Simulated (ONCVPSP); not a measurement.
## Logarithmic derivatives: nitrogen (N), ONCV

```json
{
 "Element": "N (Z = 7)",
 "Generator": "ONCVPSP 4.0.1",
 "Type": "optimised norm-conserving Vanderbilt (ONCV)",
 "Functional": "PBE",
 "Relativity": "fully relativistic",
 "Frozen core": "[He]",
 "Valence charge": "5",
 "Reference configuration": "2s2 2p3",
 "Partial waves": "2s: rc 1.00 bohr, ncon 4, nbas 8, qcut 5.1 1/bohr, local; 2p: rc 2.10 bohr, ncon 4, nbas 8, qcut 8.2 1/bohr, 3 projectors, debl 2.3 Ha",
 "Local potential": "the s channel",
 "Core correction": "none"
}
```

Open shells are filled in proportion to 2j + 1.

The phase is arctan(r·R′/R) of the radial function R(r), unwrapped; energies in Ha, scanned from -2 to 5 Ha. A pole is an energy at which the radial function vanishes at the test radius. The pseudo phase is shifted by a multiple of π to meet the all-electron one at the reference energy, and phase errors are pseudo minus all-electron; the curves can meet again beyond the range given. Levels narrower than the energy grid can be missing from the lists of poles.

Task: For each channel, where are the poles, and over which energies does the pseudopotential scatter like the atom?

Result:

| channel | radius (bohr) | reference energy (Ha) | poles, all-electron | poles, pseudo | unbroken range about the reference energy with phases within 0.05 rad | phase error 1 Ha above the reference energy (rad) |
| --- | --- | --- | --- | --- | --- | --- |
| s | 1.01 | -0.68 | 4.71 | 3.97 | below 4.3 | -0.004 |
| p3/2 | 2.13 | -0.26 | 0.03, 3.46 | 0.03, 3.46 | the whole range | -0.000 |
| p1/2 | 2.13 | -0.26 | 0.03, 3.46 | 0.03, 3.46 | the whole range | -0.000 |

Phases in the p3/2 channel:

```json
{"E (Ha)": "-1.98", "all-electron": "1.244", "pseudo": "1.244"}
{"E (Ha)": "-1.80", "all-electron": "1.219", "pseudo": "1.219"}
{"E (Ha)": "-1.62", "all-electron": "1.187", "pseudo": "1.187"}
{"E (Ha)": "-1.44", "all-electron": "1.147", "pseudo": "1.147"}
{"E (Ha)": "-1.26", "all-electron": "1.091", "pseudo": "1.091"}
{"E (Ha)": "-1.08", "all-electron": "1.007", "pseudo": "1.007"}
{"E (Ha)": "-0.90", "all-electron": "0.870", "pseudo": "0.870"}
{"E (Ha)": "-0.72", "all-electron": "0.599", "pseudo": "0.599"}
{"E (Ha)": "-0.54", "all-electron": "-0.011", "pseudo": "-0.011"}
{"E (Ha)": "-0.36", "all-electron": "-0.855", "pseudo": "-0.855"}
{"E (Ha)": "-0.18", "all-electron": "-1.315", "pseudo": "-1.315"}
{"E (Ha)": "0.00", "all-electron": "-1.540", "pseudo": "-1.540"}
{"E (Ha)": "0.18", "all-electron": "-1.684", "pseudo": "-1.684"}
{"E (Ha)": "0.36", "all-electron": "-1.805", "pseudo": "-1.805"}
{"E (Ha)": "0.54", "all-electron": "-1.933", "pseudo": "-1.933"}
{"E (Ha)": "0.72", "all-electron": "-2.101", "pseudo": "-2.101"}
{"E (Ha)": "0.90", "all-electron": "-2.358", "pseudo": "-2.358"}
{"E (Ha)": "1.08", "all-electron": "-2.787", "pseudo": "-2.787"}
{"E (Ha)": "1.26", "all-electron": "-3.371", "pseudo": "-3.371"}
{"E (Ha)": "1.44", "all-electron": "-3.846", "pseudo": "-3.846"}
{"E (Ha)": "1.62", "all-electron": "-4.127", "pseudo": "-4.127"}
{"E (Ha)": "1.80", "all-electron": "-4.293", "pseudo": "-4.293"}
{"E (Ha)": "1.98", "all-electron": "-4.399", "pseudo": "-4.399"}
{"E (Ha)": "2.16", "all-electron": "-4.472", "pseudo": "-4.472"}
{"E (Ha)": "2.34", "all-electron": "-4.527", "pseudo": "-4.527"}
{"E (Ha)": "2.52", "all-electron": "-4.570", "pseudo": "-4.570"}
{"E (Ha)": "2.70", "all-electron": "-4.605", "pseudo": "-4.605"}
{"E (Ha)": "2.88", "all-electron": "-4.635", "pseudo": "-4.635"}
{"E (Ha)": "3.06", "all-electron": "-4.661", "pseudo": "-4.661"}
{"E (Ha)": "3.24", "all-electron": "-4.685", "pseudo": "-4.685"}
{"E (Ha)": "3.42", "all-electron": "-4.707", "pseudo": "-4.707"}
{"E (Ha)": "3.60", "all-electron": "-4.728", "pseudo": "-4.728"}
{"E (Ha)": "3.78", "all-electron": "-4.750", "pseudo": "-4.750"}
{"E (Ha)": "3.96", "all-electron": "-4.772", "pseudo": "-4.772"}
{"E (Ha)": "4.14", "all-electron": "-4.795", "pseudo": "-4.795"}
{"E (Ha)": "4.32", "all-electron": "-4.821", "pseudo": "-4.821"}
{"E (Ha)": "4.50", "all-electron": "-4.850", "pseudo": "-4.850"}
{"E (Ha)": "4.68", "all-electron": "-4.886", "pseudo": "-4.886"}
{"E (Ha)": "4.86", "all-electron": "-4.931", "pseudo": "-4.931"}
```
